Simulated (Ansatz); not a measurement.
Born–Oppenheimer molecular dynamics of ClH₅InO₂P (10 atoms, charge 0, multiplicity 1). It starts at the highest image of a converged band. Of that band: Neighbouring images differ by up to 1.3 eV, so the band resolves the path poorly. A vibrational analysis at the climbing image gives one clearly imaginary mode, 987i cm⁻¹: a first-order saddle point.

Computed with RKS PBE0-D4/def2-SVP in Ansatz.

| Property | Result |
| --- | --- |
| ensemble | NVE (velocity Verlet) |
| time step | 0.5 fs |
| steps asked | 200 |
| starting velocities drawn for | 300 K |
| seed | 5654 |

First frame:

```xyz
10
Properties=species:S:1:pos:R:3
In 0.107 0.336 -0.010
O -0.197 -0.157 2.014
H -1.046 -0.542 2.273
O 1.826 -0.215 -0.844
H 2.480 -0.434 -0.169
Cl -1.875 0.403 -1.253
P 0.300 2.732 1.542
H 1.530 2.564 0.834
H -0.524 2.925 0.390
H -0.067 1.226 2.045
```

How far do the bonds stretch over the last three quarters of this one trajectory? (Pairs bonded in most of those frames.)


```
   bond  mean (Å)  spread (Å)  shortest  longest
 In1–O4     2.000       0.017      1.97     2.02
In1–Cl6     2.390       0.032      2.33     2.43
 In1–P7     2.502       0.210      2.26     2.88
  O2–H3     0.971       0.028      0.92     1.02
 O2–H10     0.988       0.066      0.88     1.09
  O4–H5     0.966       0.005      0.96     0.97
  P7–H8     1.433       0.023      1.39     1.47
  P7–H9     1.438       0.030      1.38     1.49
```

Pairs bonded in part of these frames only: In1–O2 25 %.

Mean temperature of the second half: 909 K. The conserved energy stayed within 0.58 meV per atom of its start (net change -0.56 meV per atom), so the integration is sound. The kinetic energy rose, since the run started high on the potential surface and went downhill. It ends in pieces (ClH3InOP + H2O), so much of that is their flight and rotation, not heat. A run of 0.1 ps of so small a system gives no equilibrium averages. The orbitals stay closed-shell, which can raise the energy where a bond breaks towards radicals; this wasn't checked here.

Time of the run: 6.1 min on 4 threads of Arm Neoverse V2, with other jobs on the host, peak memory 0.31 GiB.
